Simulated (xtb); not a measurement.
4,4-difluorobuta-1,2-diene (C₄H₄F₂), SMILES C=C=CC(F)F. All values are semi-empirical tight-binding results from xtb (GFN2-xTB unless named), good for trends rather than for accurate numbers. Geometry optimised at GFN2-xTB. Other conformers were not sampled.

**Question.** Estimate the properties. (An estimate is asked for; the answer gives what the named calculation found.)

**Answer.** 
| Quantity | Value |
|---|---|
| point group as xtb finds it | Cs |
| orbital gap | 5.39 eV |
| dipole moment | 3.67 D |
| zero-point energy | 41.7 kcal/mol |
| G − E(el) at 298.15 K (modified RRHO) | 22.6 kcal/mol |
| static polarisability (D4 model) | 50.1 bohr³ |
| solvation energy, GFN2-xTB/ALPB(water) | -3.4 kcal/mol |
| solvation energy, GFN2-xTB/ALPB(dmso) | -5.6 kcal/mol |

Computed IR lines (harmonic; lines under 4 % of the strongest left out, lines within 3 cm⁻¹ merged):
ν (cm⁻¹): 397 (w), 456 (w), 839 (w), 854 (m), 995 (vs), 1005 (w), 1069 (s), 1229 (w), 1257 (w), 1320 (m), 2097 (s), 2897 (m) (against the strongest line: vs over 80 %, s over 45 %, m over 15 %, w over 4 %, vw less)
